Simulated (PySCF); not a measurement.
Si(Cl)(OMe) (CH₃ClOSi), SMILES CO[Si]Cl (connectivity only; charge and spin as stated), neutral, multiplicity 1. Atoms are numbered in the order given.

```xyz
7

Si     1.1130    -0.1981     0.0000
Cl    -0.6005    -1.4475     0.0000
O      0.4373     1.3011     0.0000
C     -0.8725     1.8349     0.0000
H     -1.6291     1.0350     0.0000
H     -1.0044     2.4636     0.8942
H     -1.0044     2.4636    -0.8942
```
Charge 0, spin multiplicity 1.

Geometry: ωB97X-D3(BJ)/def2-SVP. One conformer was computed; it need not be the lowest.

Computed with ωB97X/def2-TZVPD (PySCF).

Mulliken values depend strongly on the basis, most of all with diffuse functions as here. ESP charges are fitted to the potential on shells at 1.4 to 2.0 van der Waals radii. Atomic charges (e):

```csv
atom,ESP fit,IAO,Mulliken
Si1,0.13,0.72,0.15
Cl2,-0.13,-0.36,-0.28
O3,-0.16,-0.60,-0.07
C4,-0.15,-0.20,-0.51
H5,0.09,0.14,0.23
H6,0.11,0.15,0.24
H7,0.11,0.15,0.24
```
